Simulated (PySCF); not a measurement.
Structure with atom numbers: `[CH3:1][O:2][CH2:3][C:4]1=[CH:5][CH:6]=[CH:7][CH2:8]1`. Hydrogens are named by the atom that carries them.

Geometry: GFN2-xTB; GIAO shifts from PySCF, gas phase, non-relativistic, averaged over equivalent atoms.

At OPBE/def2-SVP (162 basis functions, 31 s wall time on 1 thread of an Arm Neoverse V1, shared host):
```
atoms  δ (ppm)
   C4    141.5
   C7    130.5
   C5    128.9
   C6    126.7
   C3     69.4
   C1     54.6
   C8     42.7
   O2     42.0
H(C7)     6.52
H(C5)     6.49
H(C6)     6.45
H(C3)     4.32
H(C1)     3.08
H(C8)     3.02
```

δ = σ(ref) − σ, references computed at the same level: TMS for ¹³C (195.45 ppm), ¹H (31.78 ppm); ¹⁷O (340.56 ppm) against H2O.

Estimate the result of repeating the calculation with PBE0/def2-SVPD.

Answers


```
atoms  δ at PBE0/def2-SVPD  change
   C4                147.4    +5.9
   C7                133.5    +3.0
   C5                131.9    +3.0
   C6                130.1    +3.4
   C3                 68.4    -1.0
   C1                 53.4    -1.2
   C8                 42.8    +0.1
   O2                 28.0   -14.0
H(C7)                 6.75   +0.23
H(C5)                 6.77   +0.28
H(C6)                 6.74   +0.29
H(C3)                 4.45   +0.13
H(C1)                 3.30   +0.22
H(C8)                 3.14   +0.12
```

Chemical shifts δ = σref − σ; ¹³C (σref 194.14), ¹H (σref 31.88) against TMS; ¹⁷O (σref 338.31) vs H2O, all at this level.

The largest change is at O2 (ether oxygen). Cost: 243 basis functions, 44 s wall time on 1 thread of an Arm Neoverse V1, shared host. The order of the carbon signals is the same at both levels.

Experimental scales use liquid or dissolved standards, which lie at an offset from isolated H2O (liquid H2O: subtract about 36 ppm).
